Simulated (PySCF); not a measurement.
F₄Se, SMILES F[Se-](F)(F)F, charge -1, multiplicity 2.

Geometry: TPSSh-D3(BJ)/def2-SVPD.

The numbers are results of PBE/def2-SVPD run with PySCF, not measurements.

 A positive occupied level means that this level leaves the electron formally unbound; only the finite basis holds it.

```
Item                                                                Value
------------------------------------------------  -----------------------
total energy                                          -2799.68486 hartree
point group                                                           C2v
α spin, highest occupied and lowest empty level          0.56 and 2.33 eV
β spin, highest occupied and lowest empty level         -2.83 and 1.65 eV
dipole moment about the centre of nuclear charge                   2.32 D
mean static polarisability                           51.7 bohr³ (7.66 Å³)
polarisability, principal values                   48.2, 51.0, 55.9 bohr³
⟨S²⟩                                              0.752 (pure state 0.75)
```
